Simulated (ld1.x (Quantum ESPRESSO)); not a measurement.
Ranking TM potentials for phosphorus (P)

All share these settings but for the change named:

- Element: P (Z = 15)
- Generator: ld1.x (Quantum ESPRESSO) 7.5
- Type: norm-conserving Troullier–Martins (Kleinman–Bylander form)
- Functional: PBE
- Relativity: fully relativistic
- Frozen core: [Ne]
- Valence charge: 5
- Reference configuration: 3s1 3p4
- Partial waves: 3s (bound): rc 1.35 bohr; 3d channel at 0.4 Ry: rc 1.30 bohr; 3p (bound): rc 1.50 bohr
- Local potential: the p channel
- Core correction: Bessel-smoothed model core inside 1.30 bohr

Open shells are filled in proportion to 2j + 1 (rel_dist='average').

Test errors are all-electron minus pseudo excitation energies from the reference, over 3s2 3p3; 3s2 3p2; 3s2 3p1; 3s2 3p0; 3s2 3p3.3; 3s2 3p2.5; 3s1 3p3. None of these files shows a bound ghost.

The base gives 64.1 meV.

Of 8 variants that were run, those that failed, showed a ghost or another fault, or gave nearly equal values are left out.

A variant can come out equal or close to the base, since the largest error may sit in a test that the change hardly touches while other tests move.

Task: Rank these variants by their largest absolute test error, smallest first.
A. core correction Bessel-smoothed model core inside 1.38 bohr
B. core correction Bessel-smoothed model core inside 0.60 bohr
C. core correction none

Result: C (42.6 meV), B (55.0 meV), A (63.0 meV).
